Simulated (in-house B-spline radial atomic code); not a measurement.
Results of a calculation; reference values are marked as such.
**Weak and strong correlation along the adiabatic connection**

Two-electron singlets in several external potentials (atomic units), by full CI in B-splines with partial waves to l = 8 (correlation energies up to 0.6 % small). The repulsion is scaled by λ at fixed density; W(λ) is the mean repulsion less the Hartree energy, W(0) = E_x, and the area under W from 0 to 1 is E_xc.

Relative drop (W(λ) − E_x)/E_x:

```tsv
system	λ = 0.12	λ = 0.25	λ = 0.4	λ = 0.6	λ = 0.8	λ = 1
−V exp(−r²/w²), V = 1.27, w = 8.88	0.0399	0.0751	0.1077	0.1416	0.1678	0.1886
empty sphere, radius 2.83 bohr	0.0217	0.0428	0.0645	0.0896	0.1111	0.1296
ω²r²/2 − Z/r, ω = 1.3, Z = 0.7	0.0113	0.0228	0.0353	0.0507	0.0648	0.0778
empty sphere, radius 1.05 bohr	0.0079	0.0161	0.0252	0.0366	0.0475	0.0577
ω²r²/2, ω = 0.1	0.0521	0.0951	0.1327	0.1693	0.1961	0.2165
−Z exp(−kr)/r, Z = 9.48, k = 2.94	0.0021	0.0044	0.0071	0.0105	0.0139	0.0172
−V exp(−r²/w²), V = 8.1, w = 4.31	0.0166	0.0332	0.0506	0.0714	0.0897	0.1060
```

Question: Order the systems by how far second-order (GL2) theory, half the initial slope (estimated from the first points of each curve), overshoots the correlation energy, least first.
A. empty sphere, radius 2.83 bohr
B. ω²r²/2, ω = 0.1
C. −V exp(−r²/w²), V = 8.1, w = 4.31
D. −Z exp(−kr)/r, Z = 9.48, k = 2.94
E. empty sphere, radius 1.05 bohr
F. ω²r²/2 − Z/r, ω = 1.3, Z = 0.7
G. −V exp(−r²/w²), V = 1.27, w = 8.88

Answer: D (GL2/E_c = 1.03), E (GL2/E_c = 1.10), F (GL2/E_c = 1.16), C (GL2/E_c = 1.23), A (GL2/E_c = 1.30), G (GL2/E_c = 1.59), B (GL2/E_c = 1.79).

Question: What else changes along this order?

Answer: The ratio follows the bend of the curve. With it the leading natural occupation goes from 1.999 to 1.821 and −T_c/E_c from 0.97 to 0.56 between the first and the last.
